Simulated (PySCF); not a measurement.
## What binds AlBr: the parts of the energy along the bond

State: ¹Σ⁺, singlet, closed shell. RHF-based CCSD(T) in PySCF 2.14 with Al cc-pV(T+d)Z, Br cc-pVTZ-PP with ECP10 and Al cc-pV(Q+d)Z, Br cc-pVQZ-PP with ECP10 (frozen core orbitals: 14; scalar-relativistic core potentials). Correlation energies are extrapolated as n⁻³ (n = 3, 4), Hartree–Fock as (n+1)·exp(−9√n). CV is the change on freezing 5 orbitals instead, in Al cc-pwCVTZ, Br cc-pwCVTZ-PP with ECP10. All energies in eV from Al + Br.

| R (Å) | HF/CBS | CCSD corr. | (T) | CV | total |
| --- | --- | --- | --- | --- | --- |
| 2.0475 | -2.934 | -1.126 | -0.1293 | -0.0832 | -4.272 |
| 2.1405 | -3.278 | -1.111 | -0.1312 | -0.0628 | -4.583 |
| 2.2336 | -3.443 | -1.097 | -0.1331 | -0.0476 | -4.721 |
| 2.3267 | -3.484 | -1.083 | -0.1349 | -0.0364 | -4.738 |
| 2.4197 | -3.439 | -1.069 | -0.1365 | -0.0282 | -4.673 |
| 2.5361 | -3.306 | -1.052 | -0.1383 | -0.0211 | -4.517 |
| 2.6524 | -3.119 | -1.035 | -0.1397 | -0.0164 | -4.310 |

A fit to the total gives Re = 2.2953 Å, De = 4.743 eV, ωe = 379.9 cm⁻¹, Be = 0.1591 cm⁻¹ (masses 26.9815 and 78.9183 u).

At R = 2.3267 Å the CCSD correlation energy is -0.237017 hartree in the smaller basis and -0.257099 in the larger. Extrapolate it.

(4³·E4 − 3³·E3)/(4³ − 3³) = -0.27175 hartree; the larger basis holds 94.6 % of it.

The T1 diagnostic is 0.013. The open-shell atoms are computed with UHF. Spin–orbit coupling, excitations beyond (T) and corrections to the Born–Oppenheimer picture are left out.
